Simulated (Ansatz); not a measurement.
Reaction (ligand exchange at a B–C bond): `CB[CH](F)[AlH2]` + `CCS` → `CBSCC` + `F[CH2][AlH2]`

Program: Ansatz. Geometries: PBE0-D4/def2-TZVP. ΔE: electronic, gas phase. CCSD(T)/CBS adds triple-zeta CCSD(T) − MP2 to the extrapolated MP2 energy (def2 sets, frozen cores). DFT in def2-TZVPP. B3LYP here is the variant with VWN-RPA as its local correlation; programs differ in this. One conformer a species, not always the lowest.

```csv
level,ΔE (kcal/mol),difference from CCSD(T)/CBS
PBE-D4,-12.6,3.3
r2SCAN-D4,-13.9,2.0
PBE0-D4,-14.0,1.9
B3LYP-D4,-17.5,-1.6
ωB97X-V,-16.6,-0.7
ωB97M-V,-14.6,1.3
PBE,-13.3,2.6
r2SCAN,-14.0,1.9
PBE0,-14.5,1.4
HF/def2-TZVPP,-25.6,-9.7
MP2/def2-TZVPP,-16.3,-0.4
SCS-MP2/def2-TZVPP,-17.9,-2.0
CCSD/def2-TZVPP,-17.3,-1.4
CCSD(T)/def2-TZVPP,-15.9,0.0
HF/def2-QZVPP,-25.4,-9.5
HF/CBS(def2),-25.4,-9.5
CCSD(T)/CBS,-15.9,0
```

Largest T1 diagnostic among the species: 0.013.

In def2-TZVPP, CCSD(T) changes the Hartree–Fock value by +9.7 kcal/mol (the triples alone add +1.4 kcal/mol) and MP2 by +9.3 kcal/mol. The D4 term adds +1.1 kcal/mol with B3LYP and +0.5 kcal/mol with PBE0; it sums over pairs of atoms, weighted by their polarisabilities, and B3LYP, whose exchange is more repulsive, gets the larger term.
